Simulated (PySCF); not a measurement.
From computed data to an observable: oscillator strength and radiative lifetime

cyclohexanone (C6H10O), SMILES C1CCC(=O)CC1.

The structure is a stationary point at ωB97X-D3(BJ)/def2-SVP. The values are those of a single conformer.

PySCF with TDA-ωB97X/def2-SVPD puts the first singlet state with f over 0.02 at 7.61 eV (vertical), with the transition dipole (0.000, 0.000, -0.368) in atomic units.

### Question
Find the oscillator strength, the wavelength and the radiative lifetime that this transition would have in vacuum if emission retraced absorption.

### Answer

|μ|² = 0.1354 au, so |μ| = 0.94 D. ΔE = 7.61/27.211 = 0.2797 hartree. f = (2/3) ΔE |μ|² = 0.025 (the program prints 0.025).
λ = 1239.84/7.61 = 163 nm; ν = 61379 cm⁻¹.
Einstein's coefficient A = 0.6670 ν² f s⁻¹ (ν in cm⁻¹) = 6.3e7 s⁻¹, so τ = 1/A = 16 ns. This state is S2; the lower singlet has f = 0.000. The figure is the radiative limit of this one transition; relaxation, internal conversion, crossing to triplets and a medium change what is measured.
